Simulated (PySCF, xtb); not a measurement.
Bi(Cl)2(Me) (CH3BiCl2), SMILES [CH3][Bi]([Cl])[Cl].

GFN2-xTB in xtb at its own geometry gives an orbital gap of 5.04 eV and a dipole moment of 5.29 D.

Geometry optimised at B3LYP-D3(BJ)/def2-SVP. The structure was generated by enumeration; whether it is a known compound was not checked. The def2 effective core potentials stand for the cores of Bi; spin–orbit coupling is left out.

Question: What does PySCF with r2SCAN/def2-TZVP give? (An estimate is asked for; the answer gives what the named calculation found.)

Answer: gap 4.20 eV (levels -6.91 and -2.71 eV), dipole 4.21 D.
